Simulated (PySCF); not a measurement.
All numbers come from UPBE0/[Te def2-SVPD with ECP28, O def2-SVPD], scalar-relativistic core potentials, density fitting, no spin–orbit coupling, PySCF.

```xyz
3
charge -1 multiplicity 2, angstrom
Te    0.0000    0.0000   -0.2114
O     1.5518    0.0000    0.8530
O    -1.5518    0.0000    0.8530
```

[TeO2]- (doublet), along the line from Te1 (at 0) through O2 (at 1.882 Å). Core electrons replaced by a potential are absent, the electrostatic potential uses the reduced nuclear charge, and values within about 0.7 Å of such atoms have no physical meaning.

Tabulate the fields along this line at 0.75, 0.85, 0.94, 1.03, 1.13, 1.22, 1.32, 1.41, 1.51, 1.60, 1.69, 1.79, 1.98, 2.07, 2.16, 2.26, 2.35, 2.45, 2.54, 2.63, 2.73, 2.82, 2.92, 3.01 Å.


```tsv
distance (Å)	electron density (e/Å³)	spin density (e/Å³)	electron localisation function	electrostatic potential (V)
0.75	1.72	-0.00137	0.195	42.3
0.85	1.13	-0.00226	0.156	29
0.94	0.972	-0.00269	0.233	20.3
1.03	1.04	-0.00265	0.432	15
1.13	1.28	-0.00204	0.64	13.1
1.22	1.68	-0.000491	0.743	14.9
1.32	2.29	0.0029	0.763	22.3
1.41	3.16	0.00981	0.718	38.5
1.51	4.33	0.0218	0.531	70.5
1.60	5.82	0.0354	0.177	135
1.69	13.4	0.0386	0.119	281
1.79	131	0.0306	0.98	778
1.98	130	0.0442	0.974	776
2.07	13.9	0.0265	0.117	277
2.16	6.45	0.0182	0.253	130
2.26	4.63	0.00685	0.653	64.9
2.35	3.13	-0.00102	0.807	31.8
2.45	2.04	-0.00426	0.841	14.1
2.54	1.3	-0.00478	0.836	4.45
2.63	0.811	-0.00421	0.809	-0.887
2.73	0.496	-0.00336	0.761	-3.8
2.82	0.304	-0.00259	0.694	-5.36
2.92	0.19	-0.00198	0.614	-6.16
3.01	0.122	-0.00152	0.534	-6.52
```

The lowest empty level of this anion is unbound, so it and the gap depend on the basis. With an element this heavy the missing spin–orbit coupling can shift these numbers.
